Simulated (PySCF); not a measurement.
Isomers of C4H4F2O, one GFN2-xTB conformer each. Single-point energies are computed at PBE0/pcSseg-1 (PySCF, gas phase, no added dispersion term), electronic only.

| SMILES | GFN2-xTB relative energy (kJ/mol) |
| --- | --- |
| C=CC(=O)C(F)F | 88.6 |
| C/C=C(\F)C(=O)F | 20.5 |
| C/C(F)=C/C(=O)F | 0.0 |

Conformers: `[CH2:1]=[CH:2][C:3](=[O:4])[CH:5]([F:6])[F:7]` with C1–C2–C3–O4 -1°, C2–C3–C5–F6 60°; `[CH3:1]/[CH:2]=[C:3](\[F:4])[C:5](=[O:6])[F:7]` with C2–C3–C5–O6 180°; `[CH3:1]/[C:2]([F:3])=[CH:4]/[C:5](=[O:6])[F:7]` with C2–C4–C5–O6 0°.

Question: What does PBE0/pcSseg-1 give for the same structures?

Answer: 
```json
{"SMILES": "C/C(F)=C/C(=O)F", "PBE0/pcSseg-1 E (Eh)": "-429.24602", "PBE0/pcSseg-1 (kJ/mol)": "0.0", "GFN2-xTB (kJ/mol)": "0.0", "point group": "Cs"}
{"SMILES": "C/C=C(\\F)C(=O)F", "PBE0/pcSseg-1 E (Eh)": "-429.23893", "PBE0/pcSseg-1 (kJ/mol)": "18.6", "GFN2-xTB (kJ/mol)": "20.5", "point group": "Cs"}
{"SMILES": "C=CC(=O)C(F)F", "PBE0/pcSseg-1 E (Eh)": "-429.21346", "PBE0/pcSseg-1 (kJ/mol)": "85.5", "GFN2-xTB (kJ/mol)": "88.6", "point group": "–"}
```

Both levels put the same isomer lowest; measured from each level's own lowest isomer, the values differ by up to 3.1 kJ/mol (C=CC(=O)C(F)F: 88.6 against 85.5). As drawn, the highest has two fluorines on one carbon, which the lowest lacks.

Question: Which frontier levels, dipoles and rotational constants go with these structures?

Answer: 
```tsv
SMILES	HOMO (eV, PBE0/pcSseg-1)	LUMO (eV)	dipole (D)	A, B, C (MHz)
C/C(F)=C/C(=O)F	-8.37	-1.77	5.10	5813, 1643, 1291
C/C=C(\F)C(=O)F	-8.28	-2.02	4.15	4829, 1899, 1375
C=CC(=O)C(F)F	-8.05	-2.43	1.57	4301, 1851, 1677
```

Question: As an exercise, what shares would exp(−E/RT) give at 1000 K from these electronic energies alone (no entropy, no degeneracies)?

Answer: RT = 8.314 kJ/mol: C/C(F)=C/C(=O)F 90.4 %, C/C=C(\F)C(=O)F 9.6 %, C=CC(=O)C(F)F under 0.1 %.
